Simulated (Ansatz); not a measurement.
Conformers of FH₄NSn (`[NH2][SnH2][F]`), each relaxed with PBE0-D4/def2-TZVP in Ansatz. CBS adds the triple-zeta coupled-cluster correction to the MP2 limit.

Elements past krypton have def2 core potentials. Outer-core shells of Sn are correlated without core-valence functions. Spin–orbit coupling is left out.

Not all of them had a frequency check.

Conformer A:

```xyz
7

N     0.276    0.217   -1.207
Sn   -0.161   -0.125    0.709
F    -1.335   -1.652    0.693
H    -0.080    1.063   -1.626
H     1.222    0.048   -1.511
H    -1.118    1.116    1.365
H     1.196   -0.667    1.577
```

Conformer B:

```xyz
7

N    -0.263    1.234    0.276
Sn   -0.106   -0.673   -0.317
F     1.486   -1.450    0.460
H    -0.385    1.358    1.272
H     0.488    1.836   -0.031
H     0.165   -0.727   -1.992
H    -1.385   -1.579    0.333
```

**Question.** Which is lowest in electronic energy at CCSD(T)/CBS (frozen core, def2 sets), and by how much? (Estimate.)

**Answer.** Computed: B; A lies 5.5 kJ/mol higher.

**Question.** Give the energies relative to B (kJ/mol) with r2SCAN-D4/def2-TZVPP, r2SCAN/def2-TZVPP, PBE0/def2-TZVPP, CCSD(T)/def2-TZVPP, HF/def2-QZVPP, SCS-MP2/def2-QZVPP, CCSD/CBS(def2). (An estimate is asked.)

**Answer.** Computed: 
| level | A |
| --- | --- |
| r2SCAN-D4/def2-TZVPP | 6.3 |
| r2SCAN/def2-TZVPP | 6.3 |
| PBE0/def2-TZVPP | 6.1 |
| CCSD(T)/def2-TZVPP | 6.4 |
| HF/def2-QZVPP | 4.5 |
| SCS-MP2/def2-QZVPP | 5.8 |
| CCSD/CBS(def2) | 5.1 |
